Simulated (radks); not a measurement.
Task: Coherent X-ray form factor from a spherical all-electron density. Calculated with a radial shooting solver on a logarithmic mesh with Libxc functionals: Dirac Kohn-Sham, exchange-only PBE, spin-unpolarised, spherical densities, finite nucleus; Fermi nuclear charge, rms radius of each element as measured or else 0.836 A^(1/3) + 0.57 fm.

sin(theta)/lambda (1/angstrom),f0 (electrons)
0.05,4.955
0.1,4.823
0.15,4.616
0.2,4.351
0.25,4.050
0.3,3.731
0.4,3.109
0.5,2.582
0.6,2.183
0.8,1.710
1,1.482
1.25,1.303
1.5,1.143
2,0.833

The species is in the configuration that NIST lists as its ground one. Which atom or ion scatters so?

Result: The fluorine ion F4+, [He] 2s2 2p1. Extrapolating in s^2 from the first two rows gives f0(0) = 5.0, near the electron count 5; among species with that count, the fall with angle is slower the higher Z, and the table is that of Z = 9; from so few rows the species is fixed only to a neighbour or two.
